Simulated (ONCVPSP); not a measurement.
## Configuration tests for lanthanum (La) (ONCV)

ONCVPSP 4.0.1 input, shortened (lines: element, Z, core and valence counts, functional; n l f; lmax; l rc ep ncon nbas qcut; lloc lpopt rc5 dvloc0; l nproj debl; icmod fcfact rcfact), PBEsol, scalar-relativistic:

```
  La 57.00   10    3  -116133      upf
    1    0    2.00
    2    0    2.00
    2    1    6.00
    3    0    2.00
    3    1    6.00
    3    2   10.00
    4    0    2.00
    4    1    6.00
    4    2   10.00
    5    0    2.00
    5    1    6.00
    5    2    1.00
    6    0    2.00
    3
    0    3.95    0.00    3    7    1.80
    1    2.05    0.00    4    8    4.70
    2    3.50    0.00    4    8    3.80
    3    4.05    0.13    3    7    2.50
    4    5    1.35    3.00
    0    2    3.40
    1    1    3.00
    2    2    2.20
    3    2    0.50
    3    5.50    1.50
```

In the f channel the program set the typed energies aside and used -0.161, 0.339 Ha.

Energies are relative to the spin-unpolarised reference configuration 5p6 5d1 6s2; without spin polarisation the order of configurations can differ from experiment.

Q: Give the all-electron excitation energy and the error of the potential for: 5p6 5d1 6s1; 5p6 5d1 6s0; 5p6 5d0 6s0; 5p6 5d1 6s0 6p2.

A:

```
valence configuration  charge  ΔE all-electron (eV)  error AE − PS (meV)
          5p6 5d1 6s1      +1                 6.000                 -8.7
          5p6 5d1 6s0      +2                16.848                  -18
          5p6 5d0 6s0      +3                35.755                  +39
      5p6 5d1 6s0 6p2       0                 4.898                  +90
```

Levels in the configuration 5p6 5d1 6s1:

```tsv
level	all-electron (eV)	pseudo (eV)
5p	-28.217	-28.194
5d	-8.529	-8.533
6s	-8.373	-8.388
```

Note: ghosts flagged at negative energy: s at -78.6 eV; GHOST(+) flagged for s at 85.0 eV. A true bound ghost makes a file unfit for plane-wave use.
